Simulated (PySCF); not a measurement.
# S (sulfur, neutral) across methods

[Ne] 3s1 3p5, high-spin 3P determinant (an excited configuration). Computed with PySCF 2.14 in def2-QZVPPD, with no relativity, point nucleus. The B2PLYP total includes its PT2 part (frozen core); its orbital energies are those of the SCF part.

| method | E (hartree) | mean ε 3s α (eV) | mean ε 3p α (eV) | mean ε 3p β (eV) | Σ⟨r²⟩ (bohr²) | ⟨S²⟩ |
| --- | --- | --- | --- | --- | --- | --- |
| BHandHLYP | -397.7364 | -23.693 | -11.134 | -8.345 | 30.38 | 2.014 |
| r2SCAN | -397.7246 | -19.885 | -8.869 | -6.675 | 30.16 | 2.015 |
| PBE | -397.5866 | -18.768 | -8.350 | -6.604 | 30.24 | 2.006 |
| PBE0 | -397.6050 | -21.336 | -9.853 | -7.530 | 30.17 | 2.010 |
| UHF | -397.09166 | -28.554 | -13.858 | -9.064 | 31.04 | 2.042 |
| LDA | -396.3802 | -18.723 | -8.394 | -6.680 | 30.32 | 2.006 |
| BLYP | -397.7662 | -18.539 | -8.117 | -6.515 | 30.43 | 2.006 |
| B2PLYP | -397.6267 | -23.894 | -11.207 | -8.180 | 30.53 | 2.017 |

**Question.** Estimate the same row for CAM-B3LYP.

**Answer.** E (hartree) = -397.7547; mean ε 3s α (eV) = -22.894; mean ε 3p α (eV) = -11.162; mean ε 3p β (eV) = -8.875; Σ⟨r²⟩ (bohr²) = 30.34; ⟨S²⟩ = 2.008.
